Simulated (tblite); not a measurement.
C2H9ClO2Si3.
Numbering: `[O:1]=[C:2]([SiH3:3])[O:4][Si@H:5]([SiH3:6])[CH2:7][Cl:8]` (hydrogens: H9, H10, H11 on Si3; H12 on Si5; H13, H14, H15 on Si6; H16, H17 on C7)

A start from a force field or distance geometry was refined with tblite 0.8.0, GFN2-xTB geometry optimisation, gas phase. Values at the start:

| coordinate | start |
| --- | --- |
| O1=C2 | 1.267 Å |
| C2–Si3 | 1.858 Å |
| C2–O4 | 1.374 Å |
| Si3–H9 | 1.463 Å |
| O4–Si5 | 1.726 Å |
| Si5–Si6 | 2.226 Å |
| Si5–C7 | 1.847 Å |
| Si5–H12 | 1.496 Å |
| Si6–H13 | 1.475 Å |
| Si6–H14 | 1.455 Å |
| C7–Cl8 | 1.776 Å |
| C7–H16 | 1.124 Å |
| C7–H17 | 1.120 Å |
| O1–C2–Si3 | 117.5° |
| O1–C2–O4 | 122.1° |
| C2–O4–Si5 | 123.7° |
| Si3–C2–O4 | 120.5° |
| O4–Si5–Si6 | 112.8° |
| O4–Si5–C7 | 114.6° |
| Si5–C7–Cl8 | 113.7° |
| Si6–Si5–C7 | 109.5° |
| O1–C2–O4–Si5 | 0° |
| C2–O4–Si5–Si6 | 39° |
| O4–Si5–C7–Cl8 | 70° |

Question: How do these coordinates change at the GFN2-xTB level?

Answer: 
| coordinate | GFN2-xTB (Å or °) | change |
| --- | --- | --- |
| Si5–Si6 | 2.309 | +0.083 |
| Si5–C7 | 1.919 | +0.072 |
| C2–Si3 | 1.919 | +0.061 |
| O1=C2 | 1.211 | -0.056 |
| C2–O4 | 1.319 | -0.055 |
| O4–Si5 | 1.687 | -0.039 |
| C7–H16 | 1.086 | -0.038 |
| C7–H17 | 1.088 | -0.032 |
| Si5–H12 | 1.470 | -0.026 |
| C7–Cl8 | 1.787 | +0.011 |
| Si6–H14 | 1.461 | +0.006 |
| Si6–H13 | 1.480 | +0.005 |
| Si3–H9 | 1.460 | -0.003 |
| O4–Si5–C7 | 100.5 | -14.1 |
| Si6–Si5–C7 | 116.6 | +7.1 |
| Si3–C2–O4 | 113.6 | -6.9 |
| O1–C2–Si3 | 123.9 | +6.4 |
| O4–Si5–Si6 | 107.8 | -5.0 |
| Si5–C7–Cl8 | 109.1 | -4.6 |
| O1–C2–O4 | 122.5 | +0.4 |
| C2–O4–Si5 | 123.6 | -0.1 |
| C2–O4–Si5–Si6 | -2 | -41 |
| O1–C2–O4–Si5 | -5 | -5 |
| O4–Si5–C7–Cl8 | 71 | +1 |

The energy falls by 77.0 kJ/mol over 115 L-BFGS steps, the largest force on an atom goes from 4.01 to 0.008 eV/Å, and the atoms move by 0.466 Å rms after alignment. The bond that changes most is Si5–Si6 (oxygen-bound silicon to SiH3 silicon), which lengthens by 0.083 Å. Bonds longer at the end by more than 0.005 Å: 5 of 16; shorter: 9. Among the dihedrals that turn most is C2–O4–Si5–Si6, from 39° to -2°. Rotational constants go from 1287, 613.0, 519.6 to 1194, 683.1, 536.7 MHz.

Hardware: Arm Neoverse V2, one thread, shared host. Cost: 1.0 s of wall time.

GFN2-xTB frequencies show an imaginary mode (53i cm⁻¹), so the point is no minimum at that level.

The numbers are calculated, not measured.
